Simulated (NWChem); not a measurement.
System: silylphosphine (SiPH$_{5}$); SMILES [SiH3]P

**Question.** Give the equilibrium geometry at PBE0/def2-SVP (NWChem) as a list of bonds and angles, with the point group.

**Answer.** point group Cs; any orientation.
Bonded distances (Å): Si1–P2 2.268, Si1–H3 1.494, Si1–H4 1.494, Si1–H5 1.495, P2–H6 1.429, P2–H7 1.429. Angles (°): P2–Si1–H3 108.1, P2–Si1–H4 108.1, P2–Si1–H5 113.9, H3–Si1–H4 108.9, H3–Si1–H5 108.9, H4–Si1–H5 108.9, Si1–P2–H6 93.8, Si1–P2–H7 93.8, H6–P2–H7 93.6.
